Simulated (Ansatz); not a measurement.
Stepwise reaction of `[F][In]([F])[F]` with hydrogen sulfide, as a gas-phase model of exchange steps in deposition or etching. ΔE in kJ/mol; ΔG adds harmonic PBE0-D4 terms to CCSD(T)/CBS, at 1 bar.

Isolated molecules relaxed with PBE0-D4/def2-TZVP in Ansatz; ΔE leaves out vibrations. CCSD(T)/CBS is the MP2 limit (def2-TZVPP, def2-QZVPP) plus CCSD(T) − MP2 in def2-TZVPP, frozen cores. This one scheme is used for every species. Functionals use def2-TZVPP. B3LYP here is the variant with VWN-RPA as its local correlation; programs differ in this. def2 core potentials past Kr. For In outer-core shells are correlated without core-valence functions, which leaves a few kJ/mol of doubt a bond. Each species was taken in one conformer, which may not be the lowest.

```csv
step,reaction,PBE-D4,B3LYP-D4,ωB97M-V,CCSD(T)/CBS,ΔG(600 K)
1,`[F][In]([F])[F]` + H₂S → `[F][In]([F])[SH]` + H–F,-56.9,-54.2,-53.5,-58.9,-56.3
3,`[F][In]([SH])[SH]` + H₂S → `[SH][In]([SH])[SH]` + H–F,-29.5,-26.0,-27.2,-34.4,-19.0
```

**Question.** Give the row of step 2, `[F][In]([F])[SH]` + H₂S → `[F][In]([SH])[SH]` + H–F. (Estimate.)

**Answer.** Computed: 
```json
{"step": "2", "reaction": "`[F][In]([F])[SH]` + H₂S → `[F][In]([SH])[SH]` + H–F", "PBE-D4": "-40.5", "B3LYP-D4": "-36.9", "ωB97M-V": "-37.7", "CCSD(T)/CBS": "-44.2", "ΔG(600 K)": "-33.0"}
```

**Question.** By hand: ΔE of the 3 steps together at CCSD(T)/CBS.

**Answer.** (-58.9) + (-44.2) + (-34.4) = -137.5 kJ/mol, or -45.8 kJ/mol a step.

In ΔE each step is higher than the one before. All are downhill at CCSD(T)/CBS. ΔG lies between -56.3 and -19.0 kJ/mol a step. PBE-D4 differs from CCSD(T)/CBS by 2.0 to 4.9 kJ/mol a step. Isolated molecules leave out the surface, adducts and barriers. Largest T1 diagnostic: 0.018.
